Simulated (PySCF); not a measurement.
# Dipole moment and polarisability of `CO/C(=C/Cl)CF`

Compound: C₄H₆ClFO.
Atom-mapped SMILES: `[CH3:1][O:2]/[C:3](=[CH:4]/[Cl:5])[CH2:6][F:7]` (hydrogens: H8, H9, H10 on C1; H11 on C4; H12, H13 on C6)

Cartesian coordinates in Å at the GFN2-xTB level; atoms count from 1:
```xyz
13
C4H6ClFO angstrom
C     -1.8887    0.0209   -0.0951
O     -0.7847    0.8511   -0.4048
C      0.4712    0.4120   -0.1125
C      1.4384    1.3335   -0.0997
Cl     3.0976    0.9792    0.1449
C      0.7344   -1.0526    0.1161
F      0.1382   -1.5064    1.2727
H     -2.7669    0.6040   -0.3661
H     -1.9259   -0.2200    0.9696
H     -1.8795   -0.9051   -0.6765
H      1.2220    2.3717   -0.2876
H      0.3325   -1.6605   -0.7029
H      1.8070   -1.2275    0.2242
```

Level: CAM-B3LYP/def2-SVPD (PySCF), static field, nuclei fixed, core orbitals frozen in the response. The polarisability tensor in these axes (au):

```
x   91.89 11.31  1.95
y   11.31 66.57 -1.83
z    1.95 -1.83 51.84
```

Problem. Diagonalise the tensor; give its mean and Δα, where Δα² is half the sum of the squared differences of the eigenvalues.

Solution. Principal values 51.28, 62.78 and 96.24 au; mean 70.10 au = 10.39 Å³ = 11.56 × 10⁻⁴⁰ C²·m²/J; Δα = 40.45 au (58 % of the mean).

Problem. What is the dipole moment, and where does it point?

Solution. (-1.39, -0.61, -1.15) D, 1.91 D in size, pointing from the negative to the positive side. Measured along this direction, the outermost atoms are Cl5 at the negative end and H10 and H8 at the positive end.

Problem. Find the Langevin capture rate constant for NO+ (29.998 u) meeting this molecule (124.009 u), k = 2.342 × 10⁻⁹ cm³/s × √(α in Å³ / reduced mass in u).

Solution. The reduced mass is 24.15 u, so k = 1.54 × 10⁻⁹ cm³/s. The formula leaves out the permanent dipole, which adds to the capture rate.

Problem. Traceless (Buckingham) quadrupole moment about the centre of nuclear charge: eigenvalues?

Solution. -7.03, 3.23, 3.80 D·Å. The values depend on the origin, since the dipole doesn't vanish. The electronic extent ⟨r²⟩ about the same centre is 1093 bohr², a root-mean-square distance of 2.19 Å for the 64 electrons.

Problem. What molar refraction does this α imply?

Solution. Lorentz–Lorenz: R = (4π/3)N_A α = 2.5225 cm³/(mol·Å³) × 10.39 Å³ = 26.2 cm³/mol, in the limit of long wavelengths.

Geometry: GFN2-xTB, one conformer, isolated molecule.

These values come from a run that also computed excited states. The run took 71 s wall on Arm Neoverse N1, one thread, no GPU, shared host, and the process peaked at 0.90 GiB of memory.
